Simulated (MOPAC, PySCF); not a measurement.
CH₇AlN₂, SMILES `[CH3][Al]([NH2])[NH2]`, neutral singlet in the gas phase. 

Z-matrix (Å, degrees):
```
Al
N 1 1.7770
H 2 1.0075 1 125.99
H 2 1.0075 3 109.91 1 -179.76
N 1 1.7770 2 118.39 3 0.61
H 5 1.0075 1 125.97 2 -0.69
H 5 1.0075 6 109.90 1 179.76
C 1 1.9522 2 120.84 3 -178.85
H 8 1.0927 1 111.93 2 -25.59
H 8 1.0929 9 107.57 1 123.21
H 8 1.0938 9 107.08 10 114.67
```
Charge 0, multiplicity 1.

All levels are single points at this geometry (B3LYP-D3(BJ)/def2-TZVP); Pople sets use spherical d functions. Orbital energies aren't observables, and empty levels follow the basis.

```json
[
 {"level": "TPSSh-D3(BJ)/def2-TZVP in PySCF", "HOMO (eV)": "-5.96", "LUMO (eV)": "0.08", "gap (eV)": "6.03", "dipole (D)": "0.66", "vertical IE, Delta-SCF (eV)": "8.60"},
 {"level": "B3LYP/3-21G in PySCF", "HOMO (eV)": "-5.55", "LUMO (eV)": "1.22", "gap (eV)": "6.77", "dipole (D)": "0.94", "vertical IE, Delta-SCF (eV)": "–"},
 {"level": "B3LYP/6-311+G** in PySCF", "HOMO (eV)": "-6.59", "LUMO (eV)": "-0.55", "gap (eV)": "6.03", "dipole (D)": "0.49", "vertical IE, Delta-SCF (eV)": "–"},
 {"level": "B3LYP/LANL2DZ in PySCF", "HOMO (eV)": "-6.16", "LUMO (eV)": "0.91", "gap (eV)": "7.07", "dipole (D)": "0.58", "vertical IE, Delta-SCF (eV)": "–"},
 {"level": "M06-2X/6-31G* in PySCF", "HOMO (eV)": "-7.75", "LUMO (eV)": "1.57", "gap (eV)": "9.32", "dipole (D)": "0.70", "vertical IE, Delta-SCF (eV)": "–"},
 {"level": "PBE/6-31G* in PySCF", "HOMO (eV)": "-4.84", "LUMO (eV)": "0.11", "gap (eV)": "4.95", "dipole (D)": "0.73", "vertical IE, Delta-SCF (eV)": "8.19"},
 {"level": "HF/STO-3G in PySCF", "HOMO (eV)": "-7.19", "LUMO (eV)": "10.75", "gap (eV)": "17.94", "dipole (D)": "0.42", "vertical IE, Delta-SCF (eV)": "–"},
 {"level": "PM3 in MOPAC", "HOMO (eV)": "-8.69", "LUMO (eV)": "-0.83", "gap (eV)": "7.85", "dipole (D)": "1.58", "vertical IE, Delta-SCF (eV)": "–"},
 {"level": "PM7 in MOPAC", "HOMO (eV)": "-10.29", "LUMO (eV)": "2.77", "gap (eV)": "13.06", "dipole (D)": "1.25", "vertical IE, Delta-SCF (eV)": "–"}
]
```
